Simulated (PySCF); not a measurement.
# Working out the ionisation energy of Sb

Sb [Kr] 4d10 5s2 5p3 (4S) → Sb⁺ [Kr] 4d10 5s2 5p2 (3P). Calculation: PySCF 2.14, in dyall-av2z; the non-relativistic Hamiltonian (point nucleus). Frozen: [Kr] 4d10; the 62 highest virtual orbitals dropped. Energies in hartree (1 hartree = 27.21139 eV):

```json
{"part": "UHF", "Sb (lower)": "-6313.477933", "Sb⁺ (upper)": "-6313.160524"}
{"part": "MP2 opposite-spin", "Sb (lower)": "-0.037840", "Sb⁺ (upper)": "-0.033475"}
{"part": "MP2 same-spin", "Sb (lower)": "-0.013983", "Sb⁺ (upper)": "-0.006495"}
```

What does Hartree-Fock give?

(-6313.160524) − (-6313.477933) = 0.317409 hartree = 8.637 eV.

What do MP2 and SCS-MP2 (6/5 opposite-spin, 1/3 same-spin) give?

The opposite-spin parts differ by 0.119 eV and the same-spin parts by 0.204 eV. MP2: 8.637 + (0.119) + (0.204) = 8.960 eV. SCS-MP2: 8.637 + 1.2 × (0.119) + (0.204)/3 = 8.848 eV.

Measured between the centres of the two terms (NIST): 9.124 eV, so MP2 (valence) is off by -0.164 eV.

The calculation is non-relativistic.

A double-zeta basis recovers only part of the correlation energy.

What remains against the reference includes basis incompleteness, the frozen core and correlation beyond second order.
